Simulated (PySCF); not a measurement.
Atom-mapped SMILES (the numbers label the heavy atoms): `[PH2:1][c:2]1[cH:3][cH:4][cH:5][cH:6][cH:7]1`. Each H is labelled by its parent atom.

Geometry: PBE0-D3(BJ)/def2-SVP; GIAO shifts from PySCF, gas phase, non-relativistic, averaged over equivalent atoms.

At PBE0/6-31G (81 basis functions, 7.7 s wall time on 1 thread of an Arm Neoverse V1, shared host):
| atoms | δ (ppm) |
| --- | --- |
| P1 | -153.1 |
| C2 | 129.9 |
| C3/C7 | 127.0 |
| C4/C6 | 124.5 |
| C5 | 123.1 |
| H(C3)/H(C7) | 7.36 |
| H(C4)/H(C6) | 7.35 |
| H(C5) | 7.21 |
| H(P1) | 3.97 |

Referencing at the same level of theory: H3PO4 for ³¹P (364.31 ppm); ¹³C (199.54 ppm), ¹H (32.61 ppm) against TMS.

Q: Predict the values at PBE0/6-31G* on the same geometry.

A: 
```json
{"atoms": "P1", "δ at PBE0/6-31G*": "-109.3", "change": "+43.8"}
{"atoms": "C2", "δ at PBE0/6-31G*": "126.6", "change": "-3.3"}
{"atoms": "C3/C7", "δ at PBE0/6-31G*": "125.1", "change": "-1.9"}
{"atoms": "C4/C6", "δ at PBE0/6-31G*": "122.3", "change": "-2.2"}
{"atoms": "C5", "δ at PBE0/6-31G*": "120.9", "change": "-2.2"}
{"atoms": "H(C3)/H(C7)", "δ at PBE0/6-31G*": "7.22", "change": "-0.14"}
{"atoms": "H(C4)/H(C6)", "δ at PBE0/6-31G*": "7.18", "change": "-0.17"}
{"atoms": "H(C5)", "δ at PBE0/6-31G*": "7.07", "change": "-0.14"}
{"atoms": "H(P1)", "δ at PBE0/6-31G*": "4.28", "change": "+0.31"}
```

References, each an isolated molecule treated in the same way: ³¹P (σ = 376.23 ppm) against H3PO4; TMS for ¹³C (σ = 194.14 ppm), ¹H (σ = 31.96 ppm).

The largest change is at P1 (phosphorus bonded to C, 2 H). Cost: 116 basis functions, 11 s wall time on 1 thread of an Arm Neoverse V1, shared host. The order of the carbon signals is the same at both levels.

Experimental scales use liquid or dissolved standards, which lie at an offset from isolated H3PO4.
